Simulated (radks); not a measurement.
The numbers below are computed, except where a source is named.
In XXVIII, configuration [Ar] 3d4.

Level of theory: non-relativistic Kohn-Sham, TPSS, spin-polarised, spherical densities, point nucleus; open shells are filled with parallel spins first (spin-orbit coupling, left out, can overturn this in heavy ions); meta-GGA in the generalised Kohn-Sham scheme; relativity is left out, which matters for an element this heavy (a radial shooting solver on a logarithmic mesh with Libxc functionals).

Energy parts (hartree):
total: -5282.89772
kinetic: 5281.83487
electron-nucleus: -11579.95930
Hartree: 1132.78660
exchange-correlation: -117.55989

Orbitals (lengths in bohr, moments of r in powers of bohr; r(max) is where P^2 peaks):
orbital	occ.	eigenvalue (hartree)	<r>	r(max)
1s up	1	-1028.321	0.03104	0.02055
1s down	1	-1028.320	0.03104	0.02055
2s up	1	-186.2673	0.1335	0.1136
2s down	1	-185.8447	0.1333	0.1135
2p up	3	-176.8762	0.1140	0.08908
2p down	3	-176.5572	0.1138	0.08896
3s up	1	-63.52259	0.3378	0.3144
3s down	1	-63.03451	0.3390	0.3149
3p up	3	-59.87486	0.3254	0.2993
3p down	3	-59.34289	0.3269	0.3000
3d up	4	-53.68742	0.2893	0.2404
3d down	0	-53.02392	0.2909	0.2414
4s up	0	-31.10171	0.6652	0.6599
4s down	0	-30.94013	0.6678	0.6624
4p up	0	-29.60631	0.6641	0.6583
4p down	0	-29.43699	0.6671	0.6612

The highest occupied level is 3d up at -1460.9 eV. The density falls to 0.001 e/bohr^3 at r = 0.98 bohr. For comparison, the ionisation energy in NIST's Atomic Spectra Database is 1496 eV (theoretical). In exact Kohn-Sham theory the highest level is minus the ionisation energy, but local and semilocal functionals leave it too shallow, through self-interaction and a potential that decays too fast; potentials with the right tail come closer. Spin moment in Bohr magnetons: 4. Summed over all electrons, <r^2> = 1.524 bohr^2, which gives a Langevin (diamagnetic) susceptibility term of -1.21 x 10^-6 cm^3/mol. The spin density at the nucleus is -4.01 e/bohr^3 (1s -0.26, 2s -15.27, 3s 11.52).
